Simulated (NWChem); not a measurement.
System: Si2NH5ClF; SMILES N[Si@@H](Cl)[SiH2]F

The following NWChem deck was run.

```
start job
memory heap 200 mb stack 900 mb global 1100 mb
geometry units angstroms noautosym nocenter noautoz
  N     -1.997630    -0.511371    -0.236568
  Si    -0.396372    -0.437727     0.389342
  Cl     0.913416    -1.952571    -0.300825
  Si     0.659129     1.552997    -0.259433
  F     -0.117190     2.841059     0.350494
  H     -2.649285    -1.201322     0.120603
  H     -2.185461    -0.305099    -1.210825
  H     -0.503096    -0.655666     1.851693
  H      2.060658     1.568471     0.235746
  H      0.655122     1.661091    -1.744857
end
basis spherical
  * library def2-svp
end
dft
  xc pbe0
  iterations 150
end
cosmo
  do_cosmo_smd true
  solvent dmso
end
task dft energy
```

Structure relaxed at the B3LYP/6-31G* (spherical d) level. Solvent: dimethyl sulfoxide.

Level: PBE0/def2-SVP with SMD (1 M gas to 1 M solution), gas-phase geometry. Reactions with the solvent are ignored.

Question: Predict the main results of this run. (PBE0/def2-SVP, SMD on the gas-phase geometry.) Quantities: solvation free energy (kcal/mol); cavity-dispersion-structure term (kcal/mol); dipole in solution (D).

Answer: 
```json
{
  "solvation free energy (kcal/mol)": "-4.1",
  "cavity-dispersion-structure term (kcal/mol)": "1.7",
  "dipole in solution (D)": "2.35"
}
```
